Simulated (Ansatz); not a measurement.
Consider the redistribution: `C[S][Al]([CH3])[F]` + `[F][In]([F])[I]` → `[CH3][Al]([F])[I]` + `C[S][In]([F])[F]`.

Computed with Ansatz on PBE0-D4/def2-TZVP structures; ΔE is electronic, products minus reactants. CCSD(T)/CBS is the MP2 limit (def2-TZVPP, def2-QZVPP) plus CCSD(T) − MP2 in def2-TZVPP, frozen cores. DFT in def2-TZVPP. B3LYP here is the variant with VWN-RPA as its local correlation; programs differ in this. HSE06 is defined as in plane-wave codes. Elements past krypton have def2 core potentials. For I, In outer-core shells are correlated without core-valence functions, which leaves a few kJ/mol of doubt a bond. One conformer a species, not always the lowest.

`C[S][Al]([CH3])[F]`:

Z-matrix (Å, degrees):
```
C
S 1 1.824
H 1 1.089 2 108.6
H 1 1.089 2 108.8 3 -118.8
H 1 1.089 2 112.3 3 120.4
Al 2 2.166 1 101.1 3 -123.1
F 6 1.651 2 115.0 1 -179.8
C 6 1.940 2 124.9 1 0.3
H 8 1.094 6 111.7 2 -59.3
H 8 1.094 6 111.7 2 60.7
H 8 1.092 6 110.3 2 -179.4
```

`[F][In]([F])[I]`:

Z-matrix (Å, degrees):
```
In
F 1 1.928
I 1 2.598 2 124.0
F 1 1.928 2 112.0 3 180.0
```

`[CH3][Al]([F])[I]`:

Z-matrix (Å, degrees):
```
C
Al 1 1.930
H 1 1.091 2 111.9
H 1 1.094 2 110.3 3 120.9
H 1 1.094 2 110.3 3 -120.9
F 2 1.646 1 120.2 3 179.7
I 2 2.463 1 124.1 3 -0.3
```

`C[S][In]([F])[F]`:

Cartesian coordinates in Å:
```
C 1.412 -0.121 -0.426
S 0.031 -1.307 -0.533
In -1.689 -0.051 0.431
F -1.345 1.753 1.063
F -3.531 -0.553 0.723
H 1.214 0.779 -1.005
H 2.269 -0.640 -0.858
H 1.639 0.140 0.605
```

Q: Is it downhill or uphill in electronic energy at CCSD(T)/CBS, and by how much? (An estimate is asked.)

A: Ansatz gave: Uphill: ΔE = +0.05 eV.

Q: What do these levels give: PBE0-D4, B3LYP-D4, r2SCANh-D4, BHLYP-D4, ωB97M-V, B2PLYP, revPBE, B3LYP, HSE06, LC-ωPBE, MP2/def2-SVP, CCSD(T)/def2-TZVPP? (Estimate.)

A: Computed: PBE0-D4 0.04, B3LYP-D4 0.05, r2SCANh-D4 0.05, BHLYP-D4 0.07, ωB97M-V 0.05, B2PLYP 0.04, revPBE 0.01, B3LYP 0.04, HSE06 0.04, LC-ωPBE 0.05, MP2/def2-SVP 0.11, CCSD(T)/def2-TZVPP 0.03 eV.

Largest T1 diagnostic among the species: 0.016.

From BLYP to BHLYP (50 % exact exchange), in def2-TZVPP and without D4, ΔE moves by +0.04 eV. Leaving LDA and LC-ωPBE aside and taking each functional with its dispersion term where it has one, the values, not all of them listed here, spread over 0.05 eV, from PBE-D4 to B97M-V. At CCSD(T), def2-SVP lies +0.06 eV from the extrapolated value and def2-TZVPP −0.02 eV.
